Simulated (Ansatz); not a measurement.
```yaml
crystal:
  periodic: [false, false, false]
  atoms:
    - {symbol: C, position_ang: [-0.120613, 1.338424, -0.114972]}
    - {symbol: C, position_ang: [0.482032, 0.192826, -0.528282]}
    - {symbol: Ge, position_ang: [0.381011, -1.451396, 0.527403]}
    - {symbol: Cl, position_ang: [-1.202261, -1.216800, 1.929276]}
    - {symbol: H, position_ang: [-0.057673, 2.211088, -0.757624]}
    - {symbol: H, position_ang: [-0.762390, 1.363706, 0.790055]}
    - {symbol: H, position_ang: [1.077649, 0.153656, -1.398015]}
    - {symbol: H, position_ang: [0.147477, -2.669381, -0.340893]}
basis:
  gaussian: {orbitals: STO-3G, final_grid: {core_spheres: 5, valence_spheres: 4, degree: 11}, point_charges: [{charge: 1.00, position_ang: [5.815, 0.594, 0.205]}]}
magnetization: {spin_polarized: true, initial_magnetization: 1}
hamiltonian: {xc: {name: HF}}
correlation: {method: mp2, frozen_orbitals: {C: 9}}
scf: {lower_state_search: full}
output: {forces: true}
```

```sh
$ ansatz run in.yaml --threads 4 --pin off --events-out ev --progress --plain --max-ram 10444MiB
```

Shortened log:

```
Functional definition: HF
Error: "frozen_orbitals" has no count for Ge
```

In this input frozen orbitals are typed for one element alone, and the program wants a count for each. The input was rejected before any iteration.
